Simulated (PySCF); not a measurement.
Stepwise substitution at one centre (B OH-I). Isolated molecules, 0 K electronic values unless said otherwise. One relaxed conformer stands for each flexible species; it need not be the lowest. Strings in code marks are SMILES.

Level of theory: PySCF with PBE0-D3(BJ)/def2-TZVP. Delta-SCF ions had no search for a lower state. 

```
species                                                  HOMO (eV)  vertical ionisation energy (Delta-SCF) (eV)
-------------------------------------------------------  ---------  -------------------------------------------
0 of 3 OH replaced by I                                      -9.18                                        11.79
1 of 3 OH replaced by I                                      -7.31                                         9.68
2 of 3 OH replaced by I (`OB(I)I` (H–O–B–I torsion 0°))      -7.47                                         9.41
3 of 3 OH replaced by I                                      -7.38                                         9.14
```
